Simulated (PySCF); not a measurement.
Electron correlation in P⁺ (phosphorus, charge +1)

[Ne] 3s2 3p2, high-spin 3P determinant. Computed with PySCF 2.14 in x2c-SVPall (4s3p1d, 18 functions), with the spin-free X2C one-electron Hamiltonian (Gaussian nucleus). Frozen: [Ne]; 4 electrons correlated.

MP2 pair energies summed by pair of shells (mhartree):

```tsv
pair	energy	share (%)
3s-3p	-29.63	59.6
3s-3s	-14.96	30.1
3p-3p	-5.09	10.2
```

Total MP2 correlation energy: -49.68 mhartree.

Same-spin part -8.02 and opposite-spin part -41.66 mhartree; SCS-MP2 scales them by 1/3 and 6/5 to -52.66 mhartree.

```json
{"level": "CCSD", "correlation energy (mhartree)": "-69.72"}
{"level": "(T)", "correlation energy (mhartree)": "-0.95"}
{"level": "CCSD(T)", "correlation energy (mhartree)": "-70.67"}
```

Diagnostics: T1 = 0.0082, D1 = 0.0203, largest double amplitude 0.108.

Question: Is a single reference adequate?

Answer: Mostly. T1 lies below 0.03, but a double amplitude of this size points to a near-degeneracy that CCSD handles and MP2 describes poorly.
